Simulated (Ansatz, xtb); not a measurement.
## Ligand exchange: HOF + SiH3(SnH3) → SiH3(OH) + SnH3F

Gas-phase species: HOF `OF`, singlet; SiH3(SnH3), singlet; SiH3(OH) (silanol), singlet; SnH3F `[F][SnH3]`, singlet. The partners trade F for SiH3: O–F and Sn–SiH3 bonds give way to O–SiH3 and Sn–F.

Shapes, held fixed at every level: PBE0-D4/def2-TZVP. Programs: Ansatz 0.2.0, xtb 6.7.1, xtb 6.7.1 later snapshot. The zero-point and thermal change to 298 K, harmonic and unscaled (PBE0-D4/def2-TZVP), is +2.4 kJ/mol.

(1) Estimate ΔH(298 K) of this reaction.

Answers

(1) The highest level, CCSD(T)/def2-TZVPP, gives ΔH(298 K) = -519.8 kJ/mol; the levels span -586.2 to -478.9. GFN1-xTB strays far from the other rows. The column of differences is taken from that level and isn't an error. No measured value is set beside it here. For atoms past krypton def2 sets carry core potentials with scalar relativity. Outer-core shells of Sn are correlated, in sets that cover them unevenly.

| level | kind | ΔH(298 K) (kJ/mol) | less CCSD(T)/def2-TZVPP |
| --- | --- | --- | --- |
| GFN1-xTB | semi-empirical | -586.2 | -66.4 |
| SPW92/def2-TZVPP | LDA | -488.6 | +31.2 |
| PBE-D4/def2-TZVPP | GGA | -478.9 | +40.9 |
| PBE0-D4/def2-TZVPP | global hybrid | -500.9 | +18.9 |
| wB97M-V/def2-TZVPP | range-separated hybrid | -521.5 | -1.7 |
| MP2/def2-SVP | perturbation theory | -524.8 | -5.0 |
| CCSD/def2-TZVPP | coupled cluster or CI | -528.8 | -9.0 |
| CCSD(T)/def2-TZVPP | coupled cluster or CI | -519.8 | 0.0 |
